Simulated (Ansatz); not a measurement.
Cost and result for the atomization energy of `CN(C)[SiH](O)O` (15 atoms, 14 bonds).

Z-matrix (Å, degrees):
```
C
N 1 1.443
H 1 1.098 2 110.6
H 1 1.100 2 111.8 3 119.6
H 1 1.089 2 110.4 3 -119.4
C 2 1.443 1 113.4 3 -59.9
Si 2 1.703 1 123.7 3 134.3
H 6 1.099 2 111.9 1 -58.9
H 6 1.092 2 110.7 1 -179.4
H 6 1.098 2 110.9 1 60.9
O 7 1.644 2 104.5 1 -30.0
O 7 1.641 2 110.1 1 -153.4
H 7 1.484 2 116.8 1 90.6
H 11 0.958 7 116.2 2 159.6
H 12 0.959 7 116.3 2 54.3
```

Total charge 0; spin multiplicity 1. All single points use the PBE0-D4/def2-TZVP geometry. It is one conformer, not always the lowest. Program: Ansatz. All runs use 2 threads of an AMD EPYC 7R13 on a shared host and a share of an NVIDIA H100 80 GB. Times are those of one run each, without the atoms' runs, and a repeat can differ threefold. Electronic energies, without spin–orbit coupling; frozen cores. CCSD(T)/CBS adds CCSD(T) − MP2 in def2-TZVPP to the MP2 limit, and its time is that of the two runs behind it. T1 = 0.011. B3LYP takes the VWN-RPA correlation (the form of Gaussian; ORCA's B3LYP/G).

CCSD(T)/CBS is a level of theory with its own doubt, some kJ/mol a heavy atom from the limit and from the frozen cores, so smaller differences don't rank the functionals.

```
                             level  functions  wall time  atomization (kcal/mol)  difference from CCSD(T)/CBS  per bond
                PBE0-D4/def2-TZVPP        323      4.4 s                  1375.0                         -8.9      -0.6
   PBE-D4/def2-TZVPP (with forces)        323      4.7 s                  1400.0                         16.1       1.1
r2SCAN-D4/def2-TZVPP (with forces)        323      5.5 s                  1378.7                         -5.2      -0.4
                 B2PLYP/def2-TZVPP        323      6.5 s                  1365.9                        -18.0      -1.3
 B3LYP-D4/def2-TZVPP (with forces)        323      6.5 s                  1379.9                         -4.0      -0.3
                    MP2/def2-QZVPP        625      6.5 s                  1390.9                          7.0       0.5
                ωB97X-V/def2-TZVPP        323      8.5 s                  1383.8                         -0.1       0.0
  ωB97M-V/def2-TZVPP (with forces)        323       13 s                  1385.2                          1.3       0.1
                CCSD(T)/def2-TZVPP        323       16 s                  1345.3                        -38.6      -2.8
                 CCSD(T)/CBS(def2)          –       23 s                  1383.9                          0.0       0.0
```

From PBE to PBE0 (25 % exact exchange), in def2-TZVPP and without D4, the atomization energy moves by −23.8 kcal/mol: exact exchange takes away binding that semilocal exchange gives to molecules. In def2-TZVPP, CCSD(T) changes the Hartree–Fock value by +354.1 kcal/mol (the triples alone add +19.0 kcal/mol) and MP2 by +376.6 kcal/mol; breaking electron pairs costs correlation energy, which Hartree–Fock lacks. The D4 term adds +12.2 kcal/mol with B3LYP and +6.5 kcal/mol with PBE0; it sums over pairs of atoms, weighted by their polarisabilities, and B3LYP, whose exchange is more repulsive, gets the larger term.
